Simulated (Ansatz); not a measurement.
`CC[Si]N`. The species carries charge 0 and has multiplicity 1. The structure was optimised at the PBE0-D4/def2-TZVP level. It is one conformer, not always the lowest.

```xyz
11

C     0.034   -1.435    0.340
C    -0.314   -0.032    0.847
Si   -1.183    0.959   -0.540
N     0.202    1.687   -1.229
H     0.766   -1.397   -0.471
H    -0.848   -1.954   -0.048
H     0.453   -2.061    1.132
H    -0.995   -0.113    1.702
H     0.586    0.480    1.206
H     1.150    1.596   -0.891
H     0.148    2.270   -2.049
```

(1) What is the dipole moment at ωB97M-V/def2-TZVPP? (Estimate.)

(2) And with PBE, r2SCAN, B3LYP? (Estimate.)

(3) Give the Mulliken charges with ωB97M-V, B3LYP, PBE in def2-TZVPP. (Estimate.)

Answers

(1) Ansatz gave: 1.88 D, with components (1.84, 0.38, -0.10) D in this frame, pointing from negative to positive charge.

(2) Ansatz gave: PBE 2.06 D, r2SCAN 2.13 D, B3LYP 1.92 D.

(3) The calculation gave: 
```csv
atom,ωB97M-V,B3LYP,PBE
C1,-0.33,-0.28,-0.27
C2,-0.29,-0.19,-0.19
Si3,0.18,0.16,0.10
N4,-0.30,-0.34,-0.32
H5,0.10,0.08,0.08
H6,0.11,0.09,0.09
H7,0.11,0.08,0.08
H8,0.10,0.07,0.08
H9,0.08,0.05,0.05
H10,0.12,0.13,0.14
H11,0.12,0.14,0.16
```

B3LYP here is the variant with VWN-RPA as its local correlation; programs differ in this.
